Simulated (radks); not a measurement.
Results of a calculation; reference values are marked as such.
All-electron atom: the phosphorus ion P+ in [Ne] 3s1 3p3 (not the ground configuration).

Code: a radial shooting solver on a logarithmic mesh with Libxc functionals. Model: scalar-relativistic Kohn-Sham, PBEsol, spin-polarised, spherical densities, point nucleus; open shells are filled with parallel spins first.

Energy parts (eV):
part                      energy
total                  -9273.384
kinetic                 9302.028
electron-nucleus      -21988.879
Hartree                 4019.216
exchange-correlation    -605.748

Orbitals (lengths in bohr, moments of r in powers of bohr):
1s up: occ. 1; eigenvalue (eV) -2091.888; <r^4> 0.0005426; <1/r> 14.63
1s down: occ. 1; eigenvalue (eV) -2091.302; <r^4> 0.0005423; <1/r> 14.63
2s up: occ. 1; eigenvalue (eV) -185.1144; <r^4> 0.1921; <1/r> 2.818
2s down: occ. 1; eigenvalue (eV) -184.4268; <r^4> 0.1891; <1/r> 2.819
2p up: occ. 3; eigenvalue (eV) -135.9455; <r^4> 0.1937; <1/r> 2.709
2p down: occ. 3; eigenvalue (eV) -135.1084; <r^4> 0.1886; <1/r> 2.711
3s up: occ. 1; eigenvalue (eV) -25.2842; <r^4> 21.99; <1/r> 0.7614
3p up: occ. 3; eigenvalue (eV) -15.9904; <r^4> 42.34; <1/r> 0.6505

The highest occupied level is 3p up at -15.990 eV. Spin moment in Bohr magnetons: 4.
